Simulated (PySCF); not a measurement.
**Exercise with solution: oscillator strength and radiative lifetime**

Al(H)(Et)(OMe) (C3H9AlO), SMILES C[CH2][AlH][O]C.

Geometry: ωB97X-D3(BJ)/def2-SVP. One conformer was computed; it need not be the lowest.

TDDFT-PBE/def2-SVPD (PySCF) puts the first singlet state with f over 0.02 at 5.58 eV (vertical), with the transition dipole (-0.396, 0.539, -0.299) in atomic units.

Find the oscillator strength, the wavelength and the radiative lifetime that this transition would have in vacuum if emission retraced absorption.


|μ|² = 0.5367 au, so |μ| = 1.86 D. ΔE = 5.58/27.211 = 0.2051 hartree. f = (2/3) ΔE |μ|² = 0.073 (the program prints 0.073).
λ = 1239.84/5.58 = 222 nm; ν = 45006 cm⁻¹.
Einstein's coefficient A = 0.6670 ν² f s⁻¹ (ν in cm⁻¹) = 9.9e7 s⁻¹, so τ = 1/A = 10 ns. This state is S3; the lower singlets have f = 0.001, 0.001. The figure is the radiative limit of this one transition; relaxation, internal conversion, crossing to triplets and a medium change what is measured.
